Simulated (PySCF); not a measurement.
Isomers of C6H11NO, one GFN2-xTB conformer each. Single-point energies are computed at PBE0/pcSseg-1 (PySCF, gas phase, no added dispersion term), electronic only.

Question: Rank them by PBE0/pcSseg-1 energy, lowest first (kJ/mol).
A. `[CH3:1][CH2:2]/[CH:3]=[CH:4]\[NH:5][C:6]([CH3:7])=[O:8]` with C1–C2–C3–C4 -94°, C3–C4–N5–C6 -179°, C4–N5–C6–C7 180°
B. `[CH3:1][C:2](=[O:3])/[CH:4]=[CH:5]/[N:6]([CH3:7])[CH3:8]` with C1–C2–C4–C5 180°
C. `[CH2:1]=[CH:2][C:3](=[O:4])[N:5]([CH3:6])[CH2:7][CH3:8]` with C1–C2–C3–O4 23°, C2–C3–N5–C6 178°, C3–N5–C7–C8 72°
D. `CN(C)C1=CCOC1`

Answer: A (0.0), C (54.2), B (59.1), D (139.5).

As drawn, the lowest has a C=O bond, an N–H bond and a C(=O)–N unit, which the highest lacks. Neighbours under 10 kJ/mol apart (C=CC(=O)N(C)CC and CC(=O)/C=C/N(C)C) can change places with a better method, another conformer or zero-point energy. GFN2-xTB itself gives, in the same order: 0.0, 33.2, 35.3, 36.5. Both levels put the same isomer lowest; measured from each level's own lowest isomer, the values differ by up to 103.0 kJ/mol (CN(C)C1=CCOC1: 36.5 against 139.5).

Question: Which frontier levels, dipoles and rotational constants go with these structures?

Answer: 
```csv
SMILES,"HOMO (eV, PBE0/pcSseg-1)",LUMO (eV),dipole (D),"A, B, C (MHz)"
CC/C=C\NC(C)=O,-6.41,-0.04,3.81,"4399, 948.2, 832.6"
C=CC(=O)N(C)CC,-6.86,-0.84,3.77,"2727, 1736, 1173"
CC(=O)/C=C/N(C)C,-5.97,-0.46,5.36,"4813, 970.9, 821.1"
CN(C)C1=CCOC1,-5.58,1.03,2.95,"4298, 1480, 1142"
```
